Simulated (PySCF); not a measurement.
# TeO2: breathing scan

All numbers come from PySCF, BP86, basis Te def2-TZVP with ECP28, O def2-TZVP (scalar-relativistic core potentials, no spin–orbit coupling, density fitting).

Rigid scan from the singlet minimum (Te–O 1.817 Å (×2); O–Te–O 110.4°). Coordinate: all bonds to the central atom scaled together. Energies in kJ/mol from the minimum.

Q: Predict the curve at 0.88, 0.92, 0.96, 1.00, 1.04, 1.08, 1.14, 1.22, 1.35.

A: 
| scale of all bonds to the centre | E (kJ/mol) | dipole size (D) |
| --- | --- | --- |
| 0.88 | 254.4 | 3.32 |
| 0.92 | 97.6 | 3.51 |
| 0.96 | 21.2 | 3.68 |
| 1.00 | 0.0 | 3.82 |
| 1.04 | 16.2 | 3.94 |
| 1.08 | 57.0 | 4.04 |
| 1.14 | 145.2 | 4.15 |
| 1.22 | 284.9 | 4.24 |
| 1.35 | 512.0 | 4.29 |

At long bonds a restricted determinant can lie too high, and another spin state can fall below this curve.

Other isomers or separated fragments may lie lower.
